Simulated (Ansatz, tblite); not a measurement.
Cost and result up the ladder for SnBr2 (3 atoms). Total charge 0; singlet. Geometry: PBE0-D4/def2-TZVP.

```
atom   x (Å)   y (Å)   z (Å)
 Sn1   0.693   0.833  -0.106
 Br2  -1.796   0.722  -0.469
 Br3   1.103  -1.555   0.575
```

Ansatz on 4 threads of Arm Neoverse V2 on a shared host; xTB runs through tblite on one thread. Times are rough, summed over both states, and most runs start from the orbitals of an earlier one. PBE0-D4/def2-TZVP serves as the yardstick here, not as an exact answer. The other state is a triplet.

In the def2 sets Sn takes a core potential; there is no spin–orbit coupling. The xTB rows come from tblite.

xTB has no spin-polarisation term.

```csv
level,functions,wall time,vertical triplet (eV),difference from PBE0-D4/def2-TZVP (eV)
GFN1-xTB,27,0.005 s,3.84,1.24
GFN2-xTB,27,0.007 s,4.09,1.49
PBE-D4/def2-TZVP,146,2.6 s,2.65,0.05
PBE0-D4/def2-TZVP (with forces),146,5.7 s,2.60,0.00
r2SCAN-D4/def2-TZVP,146,6.4 s,2.56,-0.05
```
